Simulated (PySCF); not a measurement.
F₃Ge, SMILES [F][Ge]([F])[F], multiplicity 2. Atoms are numbered in the order given.

```xyz
4

F      1.3834    -0.7947    -0.3653
Ge     0.0000    -0.0033     0.3008
F      0.0000     1.6012    -0.3390
F     -1.3834    -0.7947    -0.3653
```
Charge 0, spin multiplicity 2.

Geometry: PBE0-D3(BJ)/def2-SVP. The isomer is the one that the SMILES or the coordinates give; other isomers of the formula were not compared.

All values below come from PySCF with r2SCAN/def2-TZVPD.

Mulliken values depend strongly on the basis, most of all with diffuse functions as here. ESP charges are fitted to the potential on shells at 1.4 to 2.0 van der Waals radii. Atomic charges (e):

```
atom  Mulliken  ESP fit  Mulliken spin
----  --------  -------  -------------
F1       -0.31    -0.23           0.07
Ge2       0.93     0.68           0.78
F3       -0.31    -0.23           0.07
F4       -0.31    -0.23           0.07
```
